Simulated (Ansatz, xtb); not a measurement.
## Relative energy of two structures of CH7BSn

Structure I: a singlet given by its coordinates. Structure II: a singlet given by its coordinates. Both are isolated molecules in the gas phase, relaxed with BLYP-D3(BJ)/def2-SVP.

I (Å):

```xyz
10

C     0.8029    0.6220   -0.7917
B     0.0042   -0.7350   -0.6475
Sn   -1.3573   -1.0660    1.2433
H     0.3001    1.5127   -0.3650
H     1.8209    0.5497   -0.3551
H     0.9535    0.8233   -1.8785
H     0.4633   -1.8159   -0.9510
H    -1.2709   -0.6686   -0.8554
H    -2.5008    0.2268    1.6707
H    -2.4881   -2.4306    1.1695
```

Close contacts (Å): C1–B2 1.58, B2–Sn3 2.35, C1–H4 1.11, C1–H5 1.11, C1–H6 1.12, B2–H7 1.21, B2–H8 1.29, Sn3–H8 2.14, Sn3–H9 1.78, Sn3–H10 1.77.

II (Å):

```yaml
atoms:
  - { symbol: C, position_ang: [-1.9320, -0.7053, -0.4315] }
  - { symbol: B, position_ang: [1.9285, 0.1719, -0.3015] }
  - { symbol: Sn, position_ang: [0.1683, -1.2100, 0.0604] }
  - { symbol: H, position_ang: [1.2131, 0.7172, 0.6061] }
  - { symbol: H, position_ang: [2.9659, -0.2892, 0.1210] }
  - { symbol: H, position_ang: [1.8428, 0.7219, -1.3778] }
  - { symbol: H, position_ang: [-1.9848, -0.0762, -1.3389] }
  - { symbol: H, position_ang: [-2.4986, -1.6442, -0.5941] }
  - { symbol: H, position_ang: [-2.3844, -0.1714, 0.4278] }
  - { symbol: H, position_ang: [-0.0576, -2.0564, 1.6064] }
```

Close contacts (Å): C1–Sn3 2.22, B2–Sn3 2.27, C1–H7 1.11, C1–H8 1.11, C1–H9 1.11, B2–H4 1.28, B2–H5 1.21, B2–H6 1.21, Sn3–H4 2.26, Sn3–H10 1.78.

Question: Estimate which is lower in electronic energy at CCSD(T)/def2-TZVP, and by roughly how much.

Answer: Too close to call at this level: CCSD(T)/def2-TZVP gives E(II) − E(I) = −0.97 kcal/mol.

The same difference at several levels:

```tsv
level	geometry	E(II) − E(I) (kcal/mol)	departure from the last row (kcal/mol)	job, with rough time for the two
BLYP-D3(BJ)/def2-SVP	BLYP-D3(BJ)/def2-SVP	+2.69	+3.67	optimisation, 2.5 min
HF/def2-TZVP	BLYP-D3(BJ)/def2-SVP	+1.74	+2.71	part of the CCSD(T) run
MP2/def2-TZVP	BLYP-D3(BJ)/def2-SVP	−2.04	−1.07	part of the CCSD(T) run
CCSD(T)/def2-TZVP	BLYP-D3(BJ)/def2-SVP	−0.97		single point, 2.7 min
```

The largest departure from CCSD(T)/def2-TZVP is that of BLYP-D3(BJ)/def2-SVP, 3.67 kcal/mol. Levels run at GFN2-xTB geometries aren't shown.

With harmonic frequencies from BLYP-D3(BJ)/def2-SVP (ideal gas, rigid rotor, one conformer each, 298.15 K, 1 atm): the zero-point term adds +0.33 kcal/mol; ΔH is −0.35 and ΔG −1.10 kcal/mol.

The correlated steps freeze 6 core orbitals; the filled d shell of Sn is correlated, in a basis made for valence electrons. Atoms past krypton carry core potentials in the def2 sets and no spin–orbit term is included. Programs: Ansatz 0.2.0; the last row on 2 threads of AMD EPYC (Zen 3) on a shared host.
